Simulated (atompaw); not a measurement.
# Which setting gave this result? (He, PAW (atompaw))

Base potential:

- Element: He (Z = 2)
- Generator: atompaw 4.2.0.5
- Type: PAW
- Functional: PBEsol
- Relativity: scalar-relativistic
- Frozen core: none
- Valence charge: 2
- Reference configuration: 1s2
- Partial waves: 1s (bound): rc 0.75 bohr; 1s channel at -0.2 Ry: rc 0.75 bohr; 2p channel at -0.05 Ry: rc 0.75 bohr; 2p channel at 2.05 Ry: rc 0.75 bohr
- Local potential: bessel scheme, radius 0.50 bohr
- Core correction: none
- Augmentation charge: sinc compensation charge, radius 0.55 bohr; PAW radius 0.75 bohr; waves and projectors: custom rrkj vanderbiltortho

Cutoffs, loose and tight: the cutoffs (Ry, on a coarse ladder) from which the occupation-weighted sum of valence levels, in a spherical-Bessel basis at the reference potential, stays within 10 and 1 mRy of its value at 400 Ry. They see the waves, projectors and local potential, not the compensation charge or the core.

Only the scale of all radii (base = 1) is moved:

```tsv
scale of all radii (base = 1)	cutoff, loose	cutoff, tight	bound ghosts
0.75	100 Ry	160 Ry	none
0.88	80 Ry	110 Ry	none
0.99	70 Ry	90 Ry	none
1.07	55 Ry	80 Ry	none
1.15	50 Ry	70 Ry	none
1.23	45 Ry	60 Ry	none
1.31	40 Ry	50 Ry	none
```

One more run gave cutoff, loose: 90 Ry; cutoff, tight: 120 Ry; bound ghosts: none. Which value of the scale of all radii (base = 1) was used?

0.83. The loose cutoff moves one way along this sweep, from 100 Ry at 0.75 to 40 Ry at 1.31, which places the run between 0.75 and 0.88.
